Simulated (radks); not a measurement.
Co+, configuration [Ar] 3d8. Method: non-relativistic Kohn-Sham, TASK exchange with Perdew-Wang LDA correlation, spin-polarised, spherical densities, point nucleus; open shells are filled with parallel spins first; meta-GGA in the generalised Kohn-Sham scheme; computed with a radial shooting solver on a logarithmic mesh with Libxc functionals. Some entries of the table are withheld. Estimate them.

| orbital | occ. | eigenvalue (Ry) | r(max) (bohr) | <r> (bohr) |
|---|---|---|---|---|
| 1s down | 1 | -554.4850 | 0.03751 | 0.05700 |
| 1s up | 1 | -554.4832 | 0.03751 | 0.05700 |
| 2s up | 1 | -65.84793 | 0.2162 | 0.2591 |
| 2s down | 1 | -65.72522 | 0.2161 | 0.2587 |
| 2p up | 3 | -57.13677 | 0.1732 | 0.2265 |
| 2p down | 3 | -57.04943 | 0.1731 | 0.2261 |
| 3s up | 1 | -7.91122 | (1) | 0.7917 |
| 3s down | 1 | -7.70825 | (2) | 0.7942 |
| 3p up | 3 | -5.26959 | (3) | 0.8312 |
| 3p down | 3 | -5.06081 | (4) | 0.8349 |
| 3d up | 5 | -0.93887 | (5) | 1.077 |
| 3d down | 3 | -0.73104 | (6) | 1.138 |

Answer. 
(1) 3s up r(max) (bohr): 0.6793
(2) 3s down r(max) (bohr): 0.6804
(3) 3p up r(max) (bohr): 0.6855
(4) 3p down r(max) (bohr): 0.6872
(5) 3d up r(max) (bohr): 0.6792
(6) 3d down r(max) (bohr): 0.6879
